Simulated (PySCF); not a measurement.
**Computed properties of Mg(NH2)2 (H4MgN2), SMILES [NH2][Mg][NH2]**

Mg(NH2)2 (H4MgN2), SMILES [NH2][Mg][NH2]. Geometry optimised at B3LYP-D3(BJ)/def2-TZVP. One conformer was computed; it need not be the lowest. All values are computed for the isolated molecule unless a solvent is named; none is compared with measurement here.

**Structure.** The optimised structure has D2d symmetry. All 15 harmonic modes at B3LYP-D3(BJ)/def2-TZVP (PySCF) are real, so it is a minimum. With heavy atoms numbered as in [Mg:1]([NH2:2])[NH2:5], the shortest bond between them is Mg1–N2 at 1.890 Å and the longest Mg1–N5 at 1.890 Å.

**Vibrations.** The strongest infrared lines (harmonic, unscaled, degenerate partners summed) lie at 298 cm⁻¹ (243 km/mol, H 84 %, N 16 %), 810 cm⁻¹ (144 km/mol, Mg 57 %, N 37 %), 535 cm⁻¹ (136 km/mol, H 80 %, N 16 %). The softest mode is at 139 cm⁻¹ and the zero-point energy is 29.9 kcal/mol.

**Electronic structure.** CAM-B3LYP/def2-TZVPD (PySCF) places the frontier levels at -7.75 and -0.24 eV, a gap of 7.51 eV, and gives a dipole moment of 0.00 D and a mean polarisability of 44.2 bohr³.

**Excitations.** TDDFT-CAM-B3LYP/def2-SVPD (PySCF) has S1 at 4.42 eV (280 nm, f = 0.132, bright); the most intense of the 10 singlets computed lies at 4.42 eV (f = 0.13). Strengths of degenerate partners are summed. T1 (TDA) is at 4.06 eV. No vertical singlet excitation falls in the visible range (under 3.1 eV).

**NMR.** GIAO shifts at PBE0/pcSseg-2 (PySCF) (non-relativistic, atoms alike by connectivity averaged): ¹H at -0.9 ppm against TMS.
